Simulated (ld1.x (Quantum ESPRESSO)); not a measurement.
# Reading a pseudo-wave (fluorine)

Columns: radius, all-electron u(r) and pseudo u(r) of the 2s shell (level -29.57 eV) of fluorine in the configuration [He] 2s2 2p5; LDA (PZ), non-relativistic, TM semilocal scheme, ld1.x (Quantum ESPRESSO) 7.5.

```tsv
r (bohr)	all-electron	pseudo
0.099	0.4495	-0.1104
0.198	0.1876	-0.2394
0.297	-0.2089	-0.4035
0.396	-0.5514	-0.6021
0.495	-0.7933	-0.7982
0.594	-0.9387	-0.9387
0.693	-1.0068	-1.0068
0.792	-1.0188	-1.0188
0.891	-0.9929	-0.9929
0.990	-0.9430	-0.9430
1.089	-0.8793	-0.8793
1.188	-0.8088	-0.8088
1.287	-0.7365	-0.7365
1.386	-0.6653	-0.6653
1.485	-0.5973	-0.5973
1.584	-0.5336	-0.5336
1.683	-0.4748	-0.4748
1.782	-0.4210	-0.4210
1.881	-0.3722	-0.3722
1.980	-0.3284	-0.3284
2.079	-0.2891	-0.2891
2.178	-0.2540	-0.2540
2.277	-0.2229	-0.2229
2.376	-0.1953	-0.1953
2.475	-0.1710	-0.1710
2.574	-0.1495	-0.1495
```

(1) How many radial nodes do the two functions have?

(2) At about which radius was the pseudo-wave matched?

(3) Is the pseudo-wave norm-conserving?

Results:

(1) The all-electron 2s function has n − l − 1 = 1; the pseudo-wave has 0, since the states of the same l below it are removed with the core.

(2) 0.65 bohr, where the columns begin to agree (steps of 0.10 bohr).

(3) Yes: the TM semilocal scheme keeps the norm inside the radius equal to the all-electron one, which fixes the energy derivative of the logarithmic derivative at the level.
